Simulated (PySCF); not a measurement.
C₂H₆Mg, SMILES [CH3][Mg][CH3] (connectivity only; charge and spin as stated), charge +1, multiplicity 2.

Geometry: B3LYP-D3(BJ)/def2-TZVP. The multiplicity is an assumed one; other spin states were not compared. The isomer is the one that the SMILES or the coordinates give; other isomers of the formula were not compared.

Computed with B3LYP-D3(BJ)/def2-TZVP in PySCF.

Frequencies are harmonic and unscaled.

Modes within 1.5 cm⁻¹ of each other (mostly degenerate sets) share a row, with their intensities summed.

| mode | ν (cm⁻¹) | IR (km/mol) | moving atoms (share of kinetic energy) |
|---|---|---|---|
| 1 | 26 | 0.0 | H 100 % |
| 2–3 | 63 | 25.6 | Mg 52 %, C 30 %, H 18 % |
| 4 | 337 | 0.0 | C 81 %, H 19 % |
| 5 | 419 | 272.2 | Mg 53 %, C 46 % |
| 6–7 | 529 | 0.0 | H 92 % |
| 8–9 | 548 | 127.5 | H 88 %, C 8 % |
| 10 | 935 | 911.3 | H 88 %, C 9 % |
| 11 | 1080 | 0.0 | H 82 %, C 18 % |
| 12–15 | 1404 | 16.0 | H 92 % |
| 16–17 | 3051 | 85.1 | H 99 % |
| 18–21 | 3191 | 26.4 | H 90 %, C 10 % |
